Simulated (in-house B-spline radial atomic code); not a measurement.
Rh is squeezed into an impenetrable sphere of radius R (the orbitals vanish at R). Caution: exact exchange at fractional occupations of open shells leaves self-interaction of up to several eV. All numbers are computed (non-relativistic PBE0, spin-polarised, spherical fractional occupations; point nucleus) with an all-electron radial atomic-structure program (B-spline basis), not measured.

Energies in eV above the free atom in [Kr] 4d8 5s1:

```json
{"R (bohr)": "7.19", "highest level (eV)": "-4.58", "[Kr] 4d8 5s1": "0.2364", "[Ar] 3d10 4s2 4p5 4d8 5s1 5d1": "58.91", "[Ar] 3d9 4s2 4p6 4d8 4f1 5s1": "334.1", "-dE/dV in [Kr] 4d8 5s1 (GPa)": "0.419"}
{"R (bohr)": "6.07", "highest level (eV)": "-3.93", "[Kr] 4d8 5s1": "0.7944", "[Ar] 3d10 4s2 4p5 4d8 5s1 5d1": "61.75", "[Ar] 3d9 4s2 4p6 4d8 4f1 5s1": "337.6", "-dE/dV in [Kr] 4d8 5s1 (GPa)": "2.06"}
{"R (bohr)": "5.21", "highest level (eV)": "-2.65", "[Kr] 4d8 5s1": "2.12", "[Ar] 3d10 4s2 4p5 4d8 5s1 5d1": "66.33", "[Ar] 3d9 4s2 4p6 4d8 4f1 5s1": "342.1", "-dE/dV in [Kr] 4d8 5s1 (GPa)": "7.94"}
{"R (bohr)": "4.15", "highest level (eV)": "1.91", "[Kr] 4d8 5s1": "8.006", "[Ar] 3d10 4s2 4p5 4d8 5s1 5d1": "80.59", "[Ar] 3d9 4s2 4p6 4d8 4f1 5s1": "353.7", "-dE/dV in [Kr] 4d8 5s1 (GPa)": "53.7"}
{"R (bohr)": "3.86", "highest level (eV)": "4.53", "[Kr] 4d8 5s1": "11.92", "[Ar] 3d10 4s2 4p5 4d8 5s1 5d1": "88.53", "[Ar] 3d9 4s2 4p6 4d8 4f1 5s1": "359.6", "-dE/dV in [Kr] 4d8 5s1 (GPa)": "96.7"}
{"R (bohr)": "2.95", "highest level (eV)": "24.6", "[Kr] 4d8 5s1": "48.43", "[Ar] 3d10 4s2 4p5 4d8 5s1 5d1": "150.1", "[Ar] 3d9 4s2 4p6 4d8 4f1 5s1": "403.2", "-dE/dV in [Kr] 4d8 5s1 (GPa)": "819"}
{"R (bohr)": "2.8", "highest level (eV)": "31.6", "[Kr] 4d8 5s1": "62.94", "[Ar] 3d10 4s2 4p5 4d8 5s1 5d1": "172.2", "[Ar] 3d9 4s2 4p6 4d8 4f1 5s1": "419", "-dE/dV in [Kr] 4d8 5s1 (GPa)": "1230"}
{"R (bohr)": "2.2", "highest level (eV)": "88.5", "[Kr] 4d8 5s1": "205.8", "[Ar] 3d10 4s2 4p5 4d8 5s1 5d1": "368.5", "[Ar] 3d9 4s2 4p6 4d8 4f1 5s1": "566.6", "-dE/dV in [Kr] 4d8 5s1 (GPa)": "8000"}
{"R (bohr)": "1.72", "highest level (eV)": "222", "[Kr] 4d8 5s1": "650.4", "[Ar] 3d10 4s2 4p5 4d8 5s1 5d1": "916.2", "[Ar] 3d9 4s2 4p6 4d8 4f1 5s1": "1016", "-dE/dV in [Kr] 4d8 5s1 (GPa)": "49600"}
{"R (bohr)": "1.41", "highest level (eV)": "435", "[Kr] 4d8 5s1": "1546", "[Ar] 3d10 4s2 4p5 4d8 5s1 5d1": "1950", "[Ar] 3d9 4s2 4p6 4d8 4f1 5s1": "1922", "-dE/dV in [Kr] 4d8 5s1 (GPa)": "199000"}
```

(1) Does [Ar] 3d10 4s2 4p5 4d8 5s1 5d1 fall below [Kr] 4d8 5s1 under compression?

(2) Does [Ar] 3d9 4s2 4p6 4d8 4f1 5s1 fall below [Kr] 4d8 5s1 under compression?

The highest level is first positive in the row R = 4.15 bohr, pushed up by confinement above the zero of the free ion's potential. Each configuration is held fixed and needn't be the lowest in the sphere.

Answers

(1) No, it stays above over the whole range.

(2) No, it stays above over the whole range.
